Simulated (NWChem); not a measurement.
System: SbH3O2; SMILES [OH][SbH][OH]

Here is an NWChem input.

```
start job
memory heap 200 mb stack 900 mb global 1100 mb
geometry units angstroms noautoz
  Sb    -0.283386    -0.007000     0.026145
  H     -0.387201    -0.075689    -1.696294
  O      0.924248    -1.593673    -0.010990
  H      1.067622    -1.914760     0.887535
  O      1.084439     1.429729     0.103684
  H      1.744151     1.326778    -0.594165
end
basis spherical
  * library def2-svp
end
ecp
  Sb library def2-ecp
end
dft
  xc xwpbe 1.00 cpbe96 1.0 hfexch 1.00
  cam 0.25 cam_alpha 0.0 cam_beta 1.0
  iterations 150
  vectors input atomic output neutral.movecs
end
task dft energy
charge 1
dft
  odft
  mult 2
  vectors input atomic output cation.movecs
end
task dft energy
```

Structure relaxed at the PBE0/def2-SVP level. def2 effective core potentials on Sb; no spin-orbit coupling.

Ions are spin-unrestricted doublets at the neutral geometry; other ion states weren't tried. Functional: LC-ωPBE (HJS hole) with def2-SVP; the question gives the range parameter ω in 1/bohr.

### Question
What results follow from this input? (LC-wPBE (HJS exchange hole, range parameter 0.25 per bohr)/def2-SVP with def2 effective core potentials on Sb, vertical spin-unrestricted ions.) Quantities: vertical ionisation energy, ΔSCF (eV); −ε(HOMO) (eV).

### Answer
```
Quantity                               Result
-------------------------------------  ------
vertical ionisation energy, ΔSCF (eV)    9.77
−ε(HOMO) (eV)                            9.18
```
